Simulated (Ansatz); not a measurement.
System: C₂H₃O, charge 0, multiplicity 2. It need not be the lowest isomer of its formula. 
Coordinates optimised at B3LYP-D3(BJ)/def2-TZVP (Ansatz, an electronic-structure program):
```
C
C 1 1.3139
O 1 1.3321 2 130.96
H 3 0.9660 1 110.30 2 142.04
H 2 1.0800 1 120.69 3 170.98
H 2 1.0880 5 118.39 1 -178.79
```
Charge 0, spin multiplicity 2.

Basis-set convergence of Hartree-Fock and MP2 correlation energies (hartree) with Ansatz. Cores are frozen in the correlated levels unless marked. UHF or UKS for open shells. Spin-orbit coupling is left out. Non-relativistic.

The UHF reference is spin-contaminated (<S^2> 0.15 over the pure value in the largest basis). 

```tsv
basis	functions	E(HF)	E(corr, MP2)
cc-pVDZ	-	-152.26440	-0.41654
cc-pVTZ	132	[?]	[?]
```

**Question.** What belongs in the gaps?

**Answer.** 
- cc-pVTZ, E(HF): -152.31136
- cc-pVTZ, E(corr, MP2): -0.52345
